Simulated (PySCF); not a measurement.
# Computed properties of Mg(F)(GeH3) (FGeH3Mg), SMILES [GeH3][Mg][F]

FGeH3Mg, SMILES [GeH3][Mg][F]. Coordinates come from a PBE0-D3(BJ)/def2-TZVP optimisation. One conformer was computed; it need not be the lowest. All values are computed for the isolated molecule unless a solvent is named; none is compared with measurement here.

**Structure.** The optimised structure has C3v symmetry. All 12 harmonic modes at PBE0-D3(BJ)/def2-TZVP (PySCF) are real, so it is a minimum. With heavy atoms numbered as in [Mg:1]([F:2])[GeH3:3], the shortest bond between them is Mg1–F2 at 1.755 Å and the longest Mg1–Ge3 at 2.565 Å.

**Vibrations.** The strongest infrared lines (harmonic, unscaled, degenerate partners summed) lie at 2118 cm⁻¹ (250 km/mol, H 98 %), 780 cm⁻¹ (186 km/mol, H 96 %), 741 cm⁻¹ (151 km/mol, Mg 50 %, F 48 %). The softest mode is at 108 cm⁻¹ and the zero-point energy is 15.5 kcal/mol.

**Electronic structure.** PBE0/def2-TZVPD (PySCF) places the frontier levels at -7.53 and -1.32 eV, a gap of 6.21 eV, and gives a dipole moment of 1.29 D and a mean polarisability of 64.0 bohr³.

**Excitations.** TDA-B3LYP/def2-SVPD (PySCF) has S1 at 5.51 eV (225 nm, f = 0.495, bright); the most intense of the 10 singlets computed lies at 5.51 eV (f = 0.50). Strengths of degenerate partners are summed. T1 (TDA) is at 4.37 eV, 1.14 eV under S1. No vertical singlet excitation falls in the visible range (under 3.1 eV).

**NMR.** GIAO shifts at PBE0/pcSseg-2 (PySCF) (non-relativistic, atoms alike by connectivity averaged): ¹H at 3.3 ppm against TMS; ¹⁹F at -213.4 ppm against CFCl3.
